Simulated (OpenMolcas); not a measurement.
Results of a calculation; reference values are marked as such.
Au6+: input and output

Au6+ among 6 point charges of -1.2 e arranged as a tetragonal octahedron (D4h), 1.84 Å from the ion, with the axial distance 1.969 Å. With inversion symmetry the input lists one of each pair of outer charges.

Input:

```
&GATEWAY
Coord
1

Au 0.0 0.0 0.0
Basis=ANO-RCC-VDZP
Group=XYZ
NoMove
AngMom=0.0 0.0 0.0
AMFI
XField
3 Angstrom 0
1.840000 0.000000 0.000000 -1.200000
0.000000 1.840000 0.000000 -1.200000
0.000000 0.000000 1.968800 -1.200000
&SEWARD
&RASSCF
FileOrb=start.orb
Symmetry=1
Spin=6
nActEl=5 0 0
Inactive=15 19
Ras2=5 0
CIRoot=1 1 1
SDav=1
CIMx=300
Iter=120 100
PrWF=0.3
OrbListing=Nothing
MaxOrb=0
>>> COPY $Project.JobIph JOB001
&RASSCF
FileOrb=start.orb
Symmetry=1
Spin=4
nActEl=5 0 0
Inactive=15 19
Ras2=5 0
CIRoot=24 24 1
SDav=24
CIMx=300
Iter=120 100
PrWF=0.3
OrbListing=Nothing
MaxOrb=0
>>> COPY $Project.JobIph JOB002
&RASSCF
FileOrb=start.orb
Symmetry=1
Spin=2
nActEl=5 0 0
Inactive=15 19
Ras2=5 0
CIRoot=75 75 1
SDav=75
CIMx=300
Iter=120 100
PrWF=0.3
OrbListing=Nothing
MaxOrb=0
>>> COPY $Project.JobIph JOB003
&RASSI
NrOfJobIphs=3 1 24 75
1
1 2 3 4 5 6 7 8 9 10 11 12 13 14 15 16 17 18 19 20 21 22 23 24
1 2 3 4 5 6 7 8 9 10 11 12 13 14 15 16 17 18 19 20 21 22 23 24 25 26 27
28 29 30 31 32 33 34 35 36 37 38 39 40 41 42 43 44 45 46 47 48 49 50 51
52 53 54 55 56 57 58 59 60 61 62 63 64 65 66 67 68 69 70 71 72 73 74 75
IphNames
JOB001
JOB002
JOB003
EJob
SpinOrbit
DIPRint=1.0
SOCoupling=1000.0
Subsets=2
Property=9
'ANGMOM' 1 'ANGMOM' 2 'ANGMOM' 3 'MLTPL  1' 1 'MLTPL  1' 2 'MLTPL  1' 3
'AMFI' 1 'AMFI' 2 'AMFI' 3
SOProperty=3
'ANGMOM' 1 'ANGMOM' 2 'ANGMOM' 3
```

Launched by
```bash
OMP_NUM_THREADS=1 MOLCAS_MEM=1689 MOLCAS_PROJECT=a pymolcas a.inp > a.log  # once for each step of the input, in one work folder
```

A driver script runs the steps one by one and writes start.orb anew before each from the orbitals found so far.

Output, cut to the results:

```
--- SEWARD ---
Basis set label: AU.ANO-RCC...7S6P4D2F.

      Electronic valence basis set:
      ------------------
      Associated Effective Charge  79.000000 au
      Associated Actual Charge     79.000000 au
      Nuclear Model: Point charge

      Shell  nPrim  nBasis  Cartesian Spherical Contaminant
         s      24       7        X
         p      21       6        X
         d      15       4                 X
         f      11       2                 X
                  Relativistic Douglas-Kroll-Hess integrals:
                    - DKH order of Hamiltonian: 2
                    - DKH order of Properties : 0
                  Atomic mean-field integrals
--- RASSCF ---
Wave function specifications:
      -----------------------------

      Number of closed shell electrons          68
      Number of electrons in active shells       5
      Max number of holes in RAS1 space          0
      Max nr of electrons in RAS3 space          0
      Number of inactive orbitals               34
      Number of active orbitals                  5
      Number of secondary orbitals              20
      Spin quantum number                      2.5
      State symmetry                             1
Orbital specifications:
      -----------------------

      Symmetry species                           1   2
                                                ag  au
      Frozen orbitals                            0   0
      Inactive orbitals                         15  19
      Active orbitals                            5   0
      RAS1 orbitals                              0   0
      RAS2 orbitals                              5   0
      RAS3 orbitals                              0   0
      Secondary orbitals                         7  13
      Deleted orbitals                           0   0
      Number of basis functions                 27  32
      Number of CSFs                             1
      Number of root(s) required                 1
      Iter CI   SX   CI       RASSCF       Energy    max ROT     max BLB   max BLB  Level Ln srch  Step   QN
          iter iter root      energy       change     param      element    value   shift minimum  type update
 Nr of preliminary CI iterations:   1
      Total energies have been shifted. Add               -18000.00 au
        1   1    7    1  -996.11049899    0.00E+00   2.37E-01*  20  27 1  6.70E-01*  0.00   0.00    SX    NO
        2   1    6    1  -997.06935707   -9.59E-01*  3.86E-02   11  27 2 -1.28E-01*  0.00   0.00    SX    NO
        3   1    5    1  -997.09739497   -2.80E-02*  1.17E-03    9  25 2  1.25E-02*  0.00   0.00    SX    NO
        4   1    5    1  -997.09747822   -8.33E-05*  2.33E-04   19  25 2  1.77E-03*  0.00   0.00    SX    NO
        5   1    4    1  -997.09748040   -2.17E-06*  8.68E-05   13  29 2  3.84E-04*  0.00   0.79    QN   YES
        6   1    3    1  -997.09748059   -1.93E-07*  1.78E-06   19  25 2  1.35E-05   0.00   1.01    QN   YES
        7   1    2    1  -997.09748059   -2.00E-10   2.08E-07   19  22 2 -1.49E-06   0.00   1.06    QN   YES
      Convergence after  7 iterations
        8   1    2    1  -997.09748059   -1.82E-11   2.08E-07   19  22 2 -3.08E-08   0.00   1.06    QN   YES
      Natural orbitals and occupation numbers for root  1
      sym 1:   1.000000   1.000000   1.000000   1.000000   1.000000
::    RASSCF root number  1 Total energy: -18997.09748059
--- RASSCF ---
Wave function specifications:
      -----------------------------

      Number of closed shell electrons          68
      Number of electrons in active shells       5
      Max number of holes in RAS1 space          0
      Max nr of electrons in RAS3 space          0
      Number of inactive orbitals               34
      Number of active orbitals                  5
      Number of secondary orbitals              20
      Spin quantum number                      1.5
      State symmetry                             1
Orbital specifications:
      -----------------------

      Symmetry species                           1   2
                                                ag  au
      Frozen orbitals                            0   0
      Inactive orbitals                         15  19
      Active orbitals                            5   0
      RAS1 orbitals                              0   0
      RAS2 orbitals                              5   0
      RAS3 orbitals                              0   0
      Secondary orbitals                         7  13
...
--- RASSI ---
SPIN-FREE ENERGIES:
  (Shifted by EMIN (a.u.) =     -18997.0974805911)

 SF State       Relative EMIN(au)   Rel lowest level(eV)    D:o, cm**(-1)      L_eff

     1             0.0000000000        0.0000000000              0.0000         0.0
     2             0.1337728847        3.6401456338          29359.7545         3.5
     3             0.1354551932        3.6859235805          29728.9786         3.6
     4             0.1354551932        3.6859235805          29728.9786         3.6
     5             0.1429597812        3.8901338225          31376.0453         3.9
     6             0.1429597812        3.8901338225          31376.0453         3.9
     7             0.1455129466        3.9596089925          31936.4003         4.0
     8             0.1455188784        3.9597704070          31937.7022         4.0
     9             0.1461142946        3.9759725067          32068.3809         4.0
    10             0.1463761798        3.9830987651          32125.8581         4.0
    11             0.1717454417        4.6734315507          37693.7675         2.2
    12             0.1717454417        4.6734315507          37693.7675         2.2
    13             0.1783456694        4.8530328960          39142.3501         2.0
    14             0.1783631709        4.8535091350          39146.1912         2.0
    15             0.1789860653        4.8704589568          39282.9007         2.0
    16             0.1824470910        4.9646382626          40042.5080         1.9
    17             0.1824470910        4.9646382626          40042.5080         1.9
    18             0.1826455813        4.9700394597          40086.0716         2.0
    26             0.1921144809        5.2277013429          42164.2549         5.4
    27             0.1943113411        5.2874809558          42646.4100         5.5
    28             0.1943113411        5.2874809558          42646.4100         5.5
...
```

Spin-orbit levels above the lowest (labels of D4, the rotations of D4h):

```
E (cm-1)  Degeneracy  Label      2S+1               g
     0.0           2   E3/2  6 (77 %)  2.27 2.27 4.48
    91.5           2   E1/2  6 (78 %)  1.91 5.70 5.70
   300.9           2   E3/2  6 (80 %)  2.30 2.30 8.33
   19661           2   E3/2  4 (47 %)  1.79 1.79 2.16
   21959           2   E1/2  4 (55 %)  1.55 3.22 3.22
   23555           2   E3/2  4 (56 %)  1.84 1.84 3.71
   29490           2   E1/2  4 (86 %)  0.84 4.16 4.16
   29554           2   E3/2  4 (81 %)  1.91 1.91 2.24
   30010           2   E3/2  4 (84 %)  2.15 2.15 3.80
   30482           2   E1/2  4 (81 %)  0.71 1.94 1.94
   30890           2   E3/2  4 (81 %)  1.19 1.19 5.77
   31225           2   E1/2  4 (84 %)  0.30 0.30 3.07
   32123           2   E1/2  4 (80 %)  1.09 2.63 2.63
   32206           2   E3/2  4 (71 %)  0.63 4.41 4.41
   32785           2   E3/2  4 (74 %)  2.60 3.86 3.86
   32951           2   E1/2  4 (76 %)  0.75 5.34 5.34
   33119           2   E3/2  4 (77 %)  0.18 1.31 1.31
   33330           2   E1/2  4 (74 %)  0.65 1.86 1.86
   33689           2   E1/2  4 (77 %)  1.28 2.14 2.14
   34425           2   E1/2  4 (87 %)  2.32 2.32 3.75
```

Without dynamic correlation the repulsion within the d shell is too large (B by tens of per cent), so at a given field states of lower spin stand too high. Point charges give a weaker field than real ligands, and real ions of this kind are as a rule low spin; the high spin found here belongs to the model. This is an electrostatic model: the charges have no orbitals. No measured value stands beside these numbers.
